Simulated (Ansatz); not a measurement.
Input:

```yaml
accuracy: low
crystal:
  lattice:
    - [8.381516, 0.0, 0.0]
    - [0.0, 8.381516, 0.0]
    - [0.0, 0.0, 8.381516]
  atoms:
    - { symbol: C, position: [0.1597786, 0.0942413, 0.6729404] }
    - { symbol: Cl, position: [0.3486441, 0.0526579, 0.7599337] }
    - { symbol: H, position: [0.1547002, 0.2200981, 0.6414947] }
    - { symbol: H, position: [0.1454428, 0.0212472, 0.5665409] }
    - { symbol: H, position: [0.066695, 0.066148, 0.7589678] }
    - { symbol: C, position: [0.1634573, 0.6100898, 0.8587088] }
    - { symbol: Cl, position: [0.1094777, 0.6311454, 1.0626943] }
    - { symbol: H, position: [0.2461575, 0.7050181, 0.8270257] }
    - { symbol: H, position: [0.2199901, 0.4944442, 0.8418369] }
    - { symbol: H, position: [0.0563773, 0.6182653, 0.7857599] }
    - { symbol: C, position: [0.846052, 0.1105686, 0.0750632] }
    - { symbol: Cl, position: [0.7579053, 0.0716316, 0.2639581] }
    - { symbol: H, position: [0.8383806, 0.2378071, 0.0504454] }
    - { symbol: H, position: [0.9703823, 0.0733258, 0.0781386] }
    - { symbol: H, position: [0.7818976, 0.0437656, -0.0159099] }
    - { symbol: C, position: [0.6761187, 0.6437836, 0.4204504] }
    - { symbol: Cl, position: [0.6841266, 0.7690506, 0.5913634] }
    - { symbol: H, position: [0.5605066, 0.5848319, 0.4168361] }
    - { symbol: H, position: [0.6922405, 0.7165312, 0.3141377] }
    - { symbol: H, position: [0.7708393, 0.5553723, 0.4285731] }
    - { symbol: C, position: [0.2831271, 0.4889812, 0.3389188] }
    - { symbol: Cl, position: [0.2810411, 0.4524313, 0.5477894] }
    - { symbol: H, position: [0.2884576, 0.6171028, 0.3186465] }
    - { symbol: H, position: [0.3873474, 0.4314315, 0.2871438] }
    - { symbol: H, position: [0.1748185, 0.4401803, 0.2865523] }
    - { symbol: C, position: [0.5415283, 0.5370651, 0.8864959] }
    - { symbol: Cl, position: [0.5321839, 0.6336153, 1.0750641] }
    - { symbol: H, position: [0.4389015, 0.5730949, 0.8156148] }
    - { symbol: H, position: [0.6513205, 0.5720337, 0.8266845] }
    - { symbol: H, position: [0.539929, 0.4085566, 0.9048677] }
    - { symbol: C, position: [0.2725078, 0.131106, 0.2942007] }
    - { symbol: Cl, position: [0.3835485, -0.0335166, 0.2197927] }
    - { symbol: H, position: [0.2029399, 0.1822387, 0.1972457] }
    - { symbol: H, position: [0.1934987, 0.0894603, 0.3884223] }
    - { symbol: H, position: [0.3549435, 0.2196766, 0.3412553] }
    - { symbol: C, position: [0.7882423, 0.3389415, 0.7315955] }
    - { symbol: Cl, position: [0.717934, 0.1434211, 0.773971] }
    - { symbol: H, position: [0.6887824, 0.4114051, 0.6902276] }
    - { symbol: H, position: [0.8384201, 0.3900315, 0.8398846] }
    - { symbol: H, position: [0.8794034, 0.3318499, 0.6394333] }
basis:
  ecutwfc: 420.0
kpoints:
  mp_grid: { grid: [1, 1, 1] }
hamiltonian:
  xc: pbe
  dispersion: d3bj
scf:
  occupations: { method: fermi_dirac, width: 0.05 }
  lower_state_search: "off"
relax:
  f_tol: 0.3
  max_steps: 15
  adjacent_minimum: "off"
```

Run as:

```bash
$ ansatz run input.yaml --threads 1 --pin off --max-ram 3072MiB --backend cpu --events-out ev --progress --plain --runs-dir out
```

Hardware: 1 thread of Arm Neoverse V1, on a shared host.

Q: Roughly how long does this run take, and how much memory?

A: 50 s, with a peak of 0.52 GiB, for 12 ionic steps.
